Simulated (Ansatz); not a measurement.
Ligand exchange: GeH(CH3)2Br + BH3 → GeH2(CH3)2 + BH2Br

Species: GeH(CH3)2Br, singlet; BH3 (borane) `B`, singlet; GeH2(CH3)2, singlet; BH2Br `BBr`, singlet. The partners trade Br for H: Ge–Br and B–H bonds give way to Ge–H and B–Br.

Shapes, held fixed at every level: PBE0-D4/def2-TZVP. Programs: Ansatz 0.2.0. Electronic energies: no zero-point or thermal term.

| level | kind | ΔE (kJ/mol) | less CCSD(T)/def2-TZVPP | CPU time (sum over the molecules) |
| --- | --- | --- | --- | --- |
| r2SCAN-D4/def2-TZVPP | meta-GGA | +1.9 | -1.2 | 42 s |
| PBE0-D4/def2-TZVPP | global hybrid | +2.9 | -0.2 | 29 s |
| wB97M-V/def2-TZVPP | range-separated hybrid | +7.1 | +4.0 | 98 s |
| B2PLYP/def2-TZVPP | double hybrid | +4.5 | +1.4 | 49 s |
| MP2/def2-TZVPP | perturbation theory | +6.9 | +3.8 | – |
| CCSD/def2-TZVPP | coupled cluster or CI | +5.3 | +2.2 | – |
| CCSD(T)/def2-TZVPP | coupled cluster or CI | +3.1 | 0.0 | 59 s |

The highest level, CCSD(T)/def2-TZVPP, gives ΔE = +3.1 kJ/mol; the levels span +1.9 to +7.1. That is about zero within the method's error. The column of differences is taken from that level and isn't an error. No measured value is set beside it here. Relativity is left out for Br, Ge unless named. Correlated rows may include outer-core shells of Br, Ge, which these sets cover unevenly. Times are processor times on shared x86 and Arm servers, and rough.
